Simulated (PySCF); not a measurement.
Job file and geometry (Å, from GFN2-xTB) of an NMR shielding run on SMILES [H]/N=C/CN(C)C(=C)[SiH2]N, C5H13N3Si, GIAO PBE0/pcSseg-1 NMR shielding, non-relativistic, gas phase in PySCF 2.14.0, density-fitted response routines; density fitting, a coarse starting grid and PySCF grid level 2 are the driver's defaults:

```
$ OMP_NUM_THREADS=1 python probes_run.py task.json out

{"job": {"kind": "nmr", "xc": "PBE0", "basis": "pcSseg-1"}, "charge": 0, "multiplicity": 1}
C      0.990529    -1.357779     1.578357
C      0.862828    -0.691222     0.426425
Si     2.409628    -0.462744    -0.648485
N      2.393354     1.167160    -1.222495
N     -0.312020    -0.065902     0.021592
C     -0.653436    -0.135197    -1.382145
C     -1.477539    -0.142980     0.879890
C     -2.423948     0.980567     0.597730
N     -3.659616     0.776524     0.550926
H      1.950207    -1.738242     1.877649
H      0.182432    -1.556955     2.262738
H      3.573831    -0.831537     0.171136
H      2.414122    -1.288706    -1.862198
H      3.154231     1.468610    -1.809920
H      2.165516     1.897874    -0.566255
H      0.213793     0.118569    -1.984516
H     -1.448669     0.580706    -1.592453
H     -1.010840    -1.133949    -1.668444
H     -2.013840    -1.099822     0.794387
H     -1.147899    -0.019307     1.916557
H     -1.934027     1.957199     0.471607
H     -4.239049     1.596519     0.385501
```

Question: What does the program print?

Answer: 
```
coarse grid: 18304 points
cycle   1  E = -651.3340332066  dE =  1.082e+00  |g| = 6.015e-01  |ddm| = 4.190e+00
cycle   2  E = -651.2620810826  dE =  7.195e-02  |g| = 8.368e-01  |ddm| = 1.333e+00
cycle   3  E = -651.4148525030  dE = -1.528e-01  |g| = 1.421e-01  |ddm| = 8.187e-01
cycle   4  E = -651.4190293463  dE = -4.177e-03  |g| = 5.431e-02  |ddm| = 1.621e-01
cycle   5  E = -651.4196637513  dE = -6.344e-04  |g| = 1.508e-02  |ddm| = 6.022e-02
cycle   6  E = -651.4197104102  dE = -4.666e-05  |g| = 4.332e-03  |ddm| = 1.579e-02
cycle   7  E = -651.4197142959  dE = -3.886e-06  |g| = 1.543e-03  |ddm| = 4.682e-03
final grid: 170784 points
cycle   8  E = -651.4659347903  dE = -4.186e-05  |g| = 9.534e-03  |ddm| = 3.256e-02
cycle   9  E = -651.4659267523  dE =  8.038e-06  |g| = 1.140e-02  |ddm| = 1.827e-02
cycle  10  E = -651.4659562953  dE = -2.954e-05  |g| = 1.101e-03  |ddm| = 9.819e-03
cycle  11  E = -651.4659565598  dE = -2.645e-07  |g| = 2.984e-04  |ddm| = 1.216e-03
cycle  12  E = -651.4659565769  dE = -1.707e-08  |g| = 1.540e-04  |ddm| = 4.269e-04
cycle  13  E = -651.4659565821  dE = -5.276e-09  |g| = 3.533e-05  |ddm| = 1.583e-04
cycle  14  E = -651.4659565824  dE = -2.601e-10  |g| = 9.088e-06  |ddm| = 3.958e-05
converged SCF energy = -651.4659565824

GIAO shielding tensors (ppm)
atom      isotropic    diamagn.    paramagn.     s11        s22        s33       span
  0 C       83.652     255.571    -171.919    -11.649     97.101    165.503    177.152
  1 C       28.248     257.276    -229.027    -73.841     24.272    134.314    208.154
  2 Si     384.666     880.492    -495.826    339.526    383.740    430.731     91.204
  3 N      258.797     317.203     -58.406    225.779    256.079    294.533     68.754
  4 N      178.200     329.878    -151.678    116.841    190.667    227.091    110.251
  5 C      145.680     249.924    -104.244    125.361    132.957    178.723     53.362
  6 C      125.577     247.144    -121.567    105.947    128.506    142.278     36.331
  7 C        7.381     252.929    -245.548    -98.060      4.515    115.688    213.747
  8 N      -95.609     313.746    -409.354   -425.696    -93.753    232.623    658.319
  9 H       27.103      31.098      -3.995     24.752     25.790     30.767      6.016
 10 H       26.995      33.280      -6.285     23.981     24.879     32.125      8.144
 11 H       26.668      29.062      -2.394     22.836     25.450     31.718      8.882
 12 H       26.563      29.459      -2.895     24.233     24.625     30.832      6.599
 13 H       31.757      28.873       2.883     24.212     26.835     44.222     20.010
 14 H       31.441      33.465      -2.024     23.972     29.148     41.203     17.232
 15 H       27.544      32.662      -5.118     21.743     28.841     32.049     10.305
 16 H       29.056      32.711      -3.655     24.149     28.387     34.631     10.482
 17 H       29.472      31.782      -2.310     26.017     26.300     36.099     10.082
 18 H       28.619      32.081      -3.462     25.528     26.800     33.529      8.001
 19 H       27.601      32.537      -4.936     23.644     27.805     31.355      7.711
 20 H       23.239      32.345      -9.105     21.138     22.932     25.648      4.510
 21 H       20.559      28.359      -7.800     12.568     23.968     25.142     12.574
```

Size and cost of the density-fitted run: 225 basis functions, 2.8 min wall time on 1 thread of an Intel Xeon, shared host; peak memory 1.1 GiB.
